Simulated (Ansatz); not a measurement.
Born–Oppenheimer molecular dynamics of BrH₂NSn (5 atoms, charge 0, multiplicity 1). It starts from a relaxed structure.

These are results of RKS PBE/def2-SVP in Ansatz 0.2.0, not measurements.

* ensemble: NVT, Nosé–Hoover chain
* time step: 0.5 fs
* steps asked: 150
* set temperature: 300 K
* thermostat: time constant 50 fs, chain length 3
* seed: 887299

First frame:

```xyz
5
Properties=species:S:1:pos:R:3
N -0.543 0.454 -0.371
Sn 0.076 -0.086 1.507
Br 1.942 -1.645 0.627
H -1.312 1.103 -0.571
H -0.112 0.101 -1.232
```

(1) How far do the bonds stretch over the last three quarters of this one trajectory? (Pairs bonded in most of those frames.)

Results:

(1) 
```
   bond  mean (Å)  spread (Å)  shortest  longest
 N1–Sn2     2.066       0.012      2.04     2.08
  N1–H4     1.030       0.021      1.00     1.06
  N1–H5     1.029       0.010      1.01     1.05
Sn2–Br3     2.576       0.004      2.57     2.59
```

Mean temperature of the second half: 203 K. The conserved energy stayed within 0.15 meV per atom of its start (net change 0.079 meV per atom), so the integration is sound. The mean temperature of the second half is 32 % below the set value. A run of 0.075 ps of so small a system gives no equilibrium averages.

Run time: 3.8 min on 1 thread of Arm Neoverse V1 (shared host), peak memory 0.1 GiB.
